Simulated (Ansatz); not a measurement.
```yaml
crystal:
  periodic: [false, false, false]
  atoms:
    - {symbol: Nb, position_ang: [-0.341796, -0.388721, -0.117015]}
    - {symbol: S, position_ang: [1.021446, -0.647506, 1.943123]}
    - {symbol: S, position_ang: [-1.835605, 1.071396, -0.217879]}
    - {symbol: S, position_ang: [0.997219, -0.678779, -1.650917]}
basis:
  gaussian: {orbitals: def2-SVP, final_grid: {core_spheres: 8, valence_spheres: 7, degree: 23}}
total_charge: -1
magnetization: {spin_polarized: true, initial_magnetization: 0}
hamiltonian: {xc: {name: HSE06}, dispersion: d3bj}
scf: {omitted_lower_state_checks: [starts]}
output: {forces: true}
```

```sh
$ ansatz run in.yaml --threads 4 --pin off --events-out ev --progress --plain --max-ram 3916MiB
```

Output, abridged:

```
Functional definition: HSE06
801 factors; integrals over basis functions are off by at most 1.0e-3 eV
74 factors; integrals over basis functions are off by at most 4.0e-6 eV
mean field evaluation 1: about -34036.0312 eV, gradient 2.0e1 eV
mean field evaluation 2: about -33924.3766 eV, gradient 1.3e2 eV
mean field evaluation 4: about -34038.1240 eV, gradient 8.4e0 eV
mean field evaluation 8: about -34038.6352 eV, gradient 2.7e-1 eV
mean field evaluation 16: about -34038.6357 eV, gradient 1.1e-4 eV
mean field -34038.63569732 eV, -1250.8967896607 hartree, gradient 6.1e-6 eV, S^2 0.000000; 0 other end points of the search recorded, 0 dependent functions left out
reference -34038.63575025 eV, -1250.8967916058 hartree; 31, 31 occupied and 54, 54 virtual orbitals, 801 factors
Total energy: -34038.80652720 eV, -1250.9030675428 hartree
Atom 0 at    -0.341796    -0.388721    -0.117015 Å, force     2.039821    -2.865098     6.725830 eV/Å
Atom 1 at     1.021446    -0.647506     1.943123 Å, force    -2.071009     0.459785    -2.482807 eV/Å
Atom 2 at    -1.835605     1.071396    -0.217879 Å, force    -2.355233     2.627314    -0.485945 eV/Å
Atom 3 at     0.997219    -0.678779    -1.650917 Å, force     2.386420    -0.222001    -3.757078 eV/Å
Dipole moment:    -0.556840    -0.463860    -0.460718 e Å
Checks for a lower state left out: starts
```

It took 1.6 s on 4 threads of Arm Neoverse V2 on a shared host.

In the def2 sets Nb takes a core potential; there is no spin–orbit coupling. HSE06 is defined as in plane-wave codes, on full-range PBE exchange. The highest occupied level of an anion often lies above zero with these methods, and sets without diffuse functions describe the outer electron poorly.

The dipole of an ion depends on the origin.
